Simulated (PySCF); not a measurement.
Spinor energies of Zr (zirconium, neutral)

Start: [Kr] 4d2 5s2; 4d3/2 filled at m_j = +1/2, +3/2. Calculated with PySCF 2.14 in x2c-SVPall-2c: generalised Hartree-Fock with the X2C-1e Hamiltonian and a Gaussian nucleus; one run each with spin-orbit coupling (SO) switched off, then screened by Boettger's factors.

```tsv
spinor shell	electrons	ε, spin-free (eV)	ε, screened SO (eV)	weight of nominal j (screened SO)	rms radius, screened SO (bohr)
1s1/2	2	-18094.9	-18094.1	1.000	0.0426
2s1/2	2	-2578.1	-2577.8	1.000	0.176
2p1/2	2	-2293.5	-2352.9	1.000	0.154
2p3/2	4	-2293.5	-2265.4	1.000	0.158
3s1/2	2	-453.51	-453.41	1.000	0.488
3p1/2	2	-357.87	-367.70	1.000	0.489
3p3/2	4	-357.87	-353.13	1.000	0.499
3d3/2	4	-200.75	-202.38	0.993	0.493
3d5/2	6	-200.75	-199.55	0.996	0.497
4s1/2	2	-68.124	-68.084	1.000	1.30
4p1/2	2	-40.623	-43.336	0.780	1.47
4p3/2	4	-40.623	-39.251	0.890	1.48
4d3/2	2	-8.627	-8.659	0.766	2.38
5s1/2	2	-5.862	-5.855	0.986	4.27
```

```csv
quantity,spin-free,screened SO
E (hartree),-3595.70005,-3596.03231
M_J,2,2
⟨J²⟩,8.200,7.715
⟨L²⟩,12.132,12.091
⟨S²⟩,2.068,2.056
```

The determinant has a definite M_J but mixes levels of different J.

Each row is a mean over spinors that exchange with the open shell spreads, by up to 2.497 eV (4p1/2).

Rows whose weight is well below 1 are mixtures of j = l ± 1/2: exchange outweighs spin-orbit coupling there, and the label is only the starting occupation.

Breit and QED terms are absent; they matter most for the inner s and p1/2 levels.

Densities and radii are taken from the X2C orbitals without a picture-change correction, which distorts them close to the nucleus.

Without spin-orbit coupling the j labels of p, d and f shells carry no meaning; the spin-free column gives the mean over the occupied spinors of each nl shell, and its ⟨J²⟩ belongs to a mixture of degenerate components.
